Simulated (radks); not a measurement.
The numbers below are computed, except where a source is named.
Q: All-electron atom: Tm I in [Xe] 4f13 6s2. Level of theory: scalar-relativistic Kohn-Sham, r2SCAN, spin-polarised, spherical densities, finite nucleus; open shells are filled with parallel spins first (spin-orbit coupling, left out, can overturn this in heavy ions); meta-GGA in the generalised Kohn-Sham scheme; Fermi nuclear charge, rms radius 5.2256 fm (a radial shooting solver on a logarithmic mesh with Libxc functionals). Some entries of the table are withheld. Estimate them.

orbital  occ.  eigenvalue (hartree)  <1/r> (bohr^-1)
1s up       1             -2181.414            79.07
1s down     1             -2181.414            79.07
2s up       1             -368.9097            18.44
2s down     1             -368.9096            18.44
2p up       3             -325.6154            16.97
2p down     3             -325.6152            16.97
3s up       1             -83.24696            6.817
3s down     1             -83.22545            6.818
3p up       3             -70.07121            6.350
3p down     3             -70.04967            6.352
3d up       5             -53.78691            6.008
3d down     5             -53.77041            6.009
4s up       1             -16.59525            2.867
4s down     1             -16.55077            2.867
4p up       3             -12.24638            2.622
4p down     3             -12.20234            2.621
4d up       5              -6.44443            2.316
4d down     5              -6.40061            2.315
5s up       1                   (1)              (2)
5s down     1                   (3)              (4)
5p up       3              -1.03253           0.8898
5p down     3              -1.02027           0.8852
6s up       1              -0.14625              (5)
6s down     1              -0.14506              (6)
4f up       7              -0.13084            1.695
4f down     6              -0.09270            1.681

A: 
(1) 5s up eigenvalue (hartree): -2.03028
(2) 5s up <1/r> (bohr^-1): 1.075
(3) 5s down eigenvalue (hartree): -2.01115
(4) 5s down <1/r> (bohr^-1): 1.070
(5) 6s up <1/r> (bohr^-1): 0.3095
(6) 6s down <1/r> (bohr^-1): 0.3076
